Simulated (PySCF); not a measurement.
Isomers of C4H13NSSi2, mass 163.031 u with the commonest isotopes. Level of theory: PBE0/pcSseg-1 in PySCF (dipole) on a GFN2-xTB geometry, gas phase. One conformer each, none proved a minimum here; rigid rotors.

Question: Order these by rotational constant A, smallest first.
A. `[CH3:1][C:2]1([CH3:3])[CH2:4][NH:5][SiH2:6][S:7][SiH2:8]1` with C1–C2–C4–N5 -67°, C2–C4–N5–Si6 -83°, C4–N5–Si6–S7 25°, N5–Si6–S7–Si8 32°
B. `[H]/[N:1]=[C:2](\[CH2:3][SiH3:4])[CH2:5][CH2:6][S:7][SiH3:8]` with N1–C2–C3–Si4 -90°, N1–C2–C5–C6 3°, C2–C5–C6–S7 179°, C5–C6–S7–Si8 167°
C. `[CH2:1]=[CH:2][Si@@H:3]([CH2:4][CH3:5])[S:6][SiH2:7][NH2:8]` with C1–C2–Si3–C4 -100°, C2–Si3–C4–C5 177°, C2–Si3–S6–Si7 64°, Si3–S6–Si7–N8 -172°, S6–Si7–N8–H -172° and -27°

Answer: C (1627 MHz), A (1788 MHz), B (3130 MHz).

Question: Order these by rotational constant C, smallest first.
A. `[CH3:1][C:2]1([CH3:3])[CH2:4][NH:5][SiH2:6][S:7][SiH2:8]1` with C1–C2–C4–N5 -67°, C2–C4–N5–Si6 -83°, C4–N5–Si6–S7 25°, N5–Si6–S7–Si8 32°
B. `[H]/[N:1]=[C:2](\[CH2:3][SiH3:4])[CH2:5][CH2:6][S:7][SiH3:8]` with N1–C2–C3–Si4 -90°, N1–C2–C5–C6 3°, C2–C5–C6–S7 179°, C5–C6–S7–Si8 167°
C. `[CH2:1]=[CH:2][Si@@H:3]([CH2:4][CH3:5])[S:6][SiH2:7][NH2:8]` with C1–C2–Si3–C4 -100°, C2–Si3–C4–C5 177°, C2–Si3–S6–Si7 64°, Si3–S6–Si7–N8 -172°, S6–Si7–N8–H -172° and -27°

Answer: B (360.5 MHz), C (555.8 MHz), A (795.3 MHz).

Question: Order these by out-of-plane moment Σ m c² = (Ia + Ib − Ic)/2, smallest first.
A. `[H]/[N:1]=[C:2](\[CH2:3][SiH3:4])[CH2:5][CH2:6][S:7][SiH3:8]` with N1–C2–C3–Si4 -90°, N1–C2–C5–C6 3°, C2–C5–C6–S7 179°, C5–C6–S7–Si8 167°
B. `[CH3:1][C:2]1([CH3:3])[CH2:4][NH:5][SiH2:6][S:7][SiH2:8]1` with C1–C2–C4–N5 -67°, C2–C4–N5–Si6 -83°, C4–N5–Si6–S7 25°, N5–Si6–S7–Si8 32°
C. `[CH2:1]=[CH:2][Si@@H:3]([CH2:4][CH3:5])[S:6][SiH2:7][NH2:8]` with C1–C2–Si3–C4 -100°, C2–Si3–C4–C5 177°, C2–Si3–S6–Si7 64°, Si3–S6–Si7–N8 -172°, S6–Si7–N8–H -172° and -27°

Answer: A (42.20 u·Å²), C (48.51 u·Å²), B (71.57 u·Å²).

```tsv
SMILES	point group	Ia (u·Å²)	Ib (u·Å²)	Ic (u·Å²)	κ	μa (D)	μb (D)	μc (D)
[H]/N=C(\C[SiH3])CCS[SiH3]	C1	161.48	1324.64	1401.71	-0.98	2.19	0.56	0.54
CC1(C)CN[SiH2]S[SiH2]1	C1	282.62	495.96	635.43	-0.55	2.10	2.11	0.70
C=C[Si@@H](CC)S[SiH2]N	C1	310.54	695.68	909.21	-0.68	0.58	0.38	0.66
```
